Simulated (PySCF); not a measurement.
Radial density of Sn³⁴⁺ (tin, charge +34)

M06-2X, [Ne] 3s2 3p4, high-spin 3P determinant. Computed with PySCF 2.14 in an uncontracted even-tempered set (18 s from 5 bohr⁻², ratio 2.5; 12 p from 6.5 bohr⁻², ratio 2.5; 5 d from 30 bohr⁻², ratio 2.7; 4 f from 45 bohr⁻², ratio 2.7), with scalar relativity by spin-free X2C-1e.

| r (bohr) | 4πr²ρ (e/bohr) | 4πr²(ρα − ρβ) |
| --- | --- | --- |
| 0.0256 | 62.05 | 0.7752 |
| 0.0431 | 54.89 | 2.2526 |
| 0.0724 | 73.98 | 2.9290 |
| 0.122 | 57.97 | 0.1087 |
| 0.205 | 24.95 | 5.0484 |
| 0.345 | 20.60 | 6.5963 |
| 0.580 | 1.186 | 0.3845 |
| 0.975 | 0.002035 | 0.0006 |

Densities and radii are taken from the X2C orbitals without a picture-change correction, which distorts them close to the nucleus.

Spin-orbit coupling is strong in this species (close to jj coupling), so the high-spin LS determinant is a model state, not a physical level.
